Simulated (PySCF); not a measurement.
Computed IR spectrum (relative IR intensity) of a molecule C3H5BO. Geometry: PBE-D3(BJ)/def2-SVP. The values are those of a single conformer. Calculation: PBE-D3(BJ)/def2-SVP (PySCF). No scaling factor is applied to the harmonic values.

Lines under 2 % of the strongest are left out, and lines within 2 cm⁻¹ are merged.

ν (cm⁻¹): 461 (vw), 494 (w), 662 (m), 671 (s), 720 (m), 850 (w), 965 (s), 1187 (vs), 1275 (vs), 1334 (vs), 1380 (vw), 1400 (m), 2103 (m), 3046 (vw), 3085 (w), 3392 (m), 3714 (m) (against the strongest line: vs over 80 %, s over 45 %, m over 15 %, w over 4 %, vw less)

Task: Identify the compound among the candidates.
A. CB1C=CO1
B. C#CB(C)O
C. OB1C=CC1
D. C#CBOC

Result: B, C#CB(C)O
